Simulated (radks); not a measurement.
Task: Dy, 66 electrons, occupied as [Xe] 4f8 5d2 6s2 (not the ground configuration). Method: non-relativistic Kohn-Sham, TPSS, spin-polarised, spherical densities, point nucleus; open shells are filled with parallel spins first (spin-orbit coupling, left out, can overturn this in heavy ions); meta-GGA in the generalised Kohn-Sham scheme; relativity is left out, which matters for an element this heavy; computed with a radial shooting solver on a logarithmic mesh with Libxc functionals. Some entries of the table are withheld. Estimate them.

| orbital | occ. | eigenvalue (hartree) | <r> (bohr) |
|---|---|---|---|
| 1s down | 1 | -1846.728 | 0.02297 |
| 1s up | 1 | -1846.728 | 0.02297 |
| 2s up | 1 | -296.3404 | 0.09763 |
| 2s down | 1 | -296.3363 | 0.09763 |
| 2p up | 3 | -282.3046 | 0.08278 |
| 2p down | 3 | -282.3016 | 0.08278 |
| 3s up | 1 | -66.18017 | 0.2511 |
| 3s down | 1 | -66.07639 | 0.2508 |
| 3p up | 3 | -59.88347 | 0.2410 |
| 3p down | 3 | -59.78550 | 0.2407 |
| 3d up | 5 | -48.18997 | 0.2134 |
| 3d down | 5 | -48.11247 | 0.2132 |
| 4s up | 1 | -13.35675 | 0.5638 |
| 4s down | 1 | -13.14401 | 0.5642 |
| 4p up | 3 | -10.85495 | 0.5757 |
| 4p down | 3 | -10.63953 | 0.5763 |
| 4d up | 5 | -6.38628 | 0.6049 |
| 4d down | 5 | -6.16660 | 0.6063 |
| 5s up | 1 | -1.86199 | 1.349 |
| 5s down | 1 | -1.75177 | 1.363 |
| 5p up | 3 | -1.16364 | (1) |
| 5p down | 3 | -1.06449 | (2) |
| 4f up | 7 | -0.85481 | (3) |
| 4f down | 1 | -0.64187 | (4) |
| 5d up | 2 | -0.18075 | 2.327 |
| 6s up | 1 | -0.16076 | 3.926 |
| 6s down | 1 | -0.13260 | 4.191 |
| 5d down | 0 | -0.11476 | 2.548 |

Result: 
(1) 5p up <r> (bohr): 1.504
(2) 5p down <r> (bohr): 1.524
(3) 4f up <r> (bohr): 0.7383
(4) 4f down <r> (bohr): 0.7573
